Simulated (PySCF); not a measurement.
Te(Br)(SiH3) (BrH₃SiTe), SMILES [SiH3][Te]Br.

Geometry: PBE-D3(BJ)/def2-SVP. This is a generated structure with no PubChem entry under its InChIKey; it may be hypothetical. The def2 effective core potentials stand for the cores of Te; spin–orbit coupling is left out.

These are PBE/def2-TZVPD (PySCF) values and carry that method's errors.

Symmetry labels are those of the subgroup Cs that the program uses (full group Cs).

Computed valence orbital energies around the gap with their symmetry:
| orbital | symmetry | energy (eV) |
|---|---|---|
| HOMO−7 | A' | -13.25 |
| HOMO−6 | A' | -9.46 |
| HOMO−5 | A" | -9.00 |
| HOMO−4 | A' | -8.81 |
| HOMO−3 | A' | -8.27 |
| HOMO−2 | A" | -7.59 |
| HOMO−1 | A' | -6.89 |
| HOMO | A" | -5.56 |
| LUMO | A' | -3.79 |
| LUMO+1 | A' | -1.77 |
| LUMO+2 | A' | -0.55 |
| LUMO+3 | A" | -0.23 |
